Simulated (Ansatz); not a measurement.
Reaction (formal exchange of groups at the Se–C bond): `C=C(F)[SeH]` + `C/C=C\F` → `C/C=C(\F)[SeH]` + `C=CF`

Calculated with Ansatz (gas phase, PBE0-D4/def2-TZVP geometries, no zero-point term in ΔE). CCSD(T)/CBS adds triple-zeta CCSD(T) − MP2 to the extrapolated MP2 energy (def2 sets, frozen cores). Double bonds are as drawn, so ΔE can hold a change between cis and trans. DFT in def2-TZVPP. B3LYP here is the variant with VWN-RPA as its local correlation; programs differ in this. For Se outer-core shells are correlated without core-valence functions, which leaves a few kJ/mol of doubt a bond. Scalar relativity is left out up to krypton. Each species was taken in one conformer, which may not be the lowest.

Task: Is it downhill or uphill in electronic energy at CCSD(T)/CBS, and by how much? (Best estimate.)

Result: Ansatz gave: Nearly level: ΔE = -0.4 kcal/mol.

Task: What do these levels give: PBE-D4, ωB97X-V, r2SCAN, PBE0, B3LYP, CCSD/def2-TZVPP, CCSD(T)/def2-TZVPP, MP2/def2-QZVPP, SCS-MP2/def2-QZVPP, HF/CBS(def2), MP2/CBS(def2), CCSD/CBS(def2)? (An estimate is asked.)

Result: Ansatz gave: PBE-D4 -0.2, ωB97X-V -0.3, r2SCAN 0.0, PBE0 -0.1, B3LYP 0.0, CCSD/def2-TZVPP -0.4, CCSD(T)/def2-TZVPP -0.5, MP2/def2-QZVPP -0.5, SCS-MP2/def2-QZVPP -0.4, HF/CBS(def2) -0.2, MP2/CBS(def2) -0.5, CCSD/CBS(def2) -0.4 kcal/mol.

Largest T1 diagnostic among the species: 0.012.
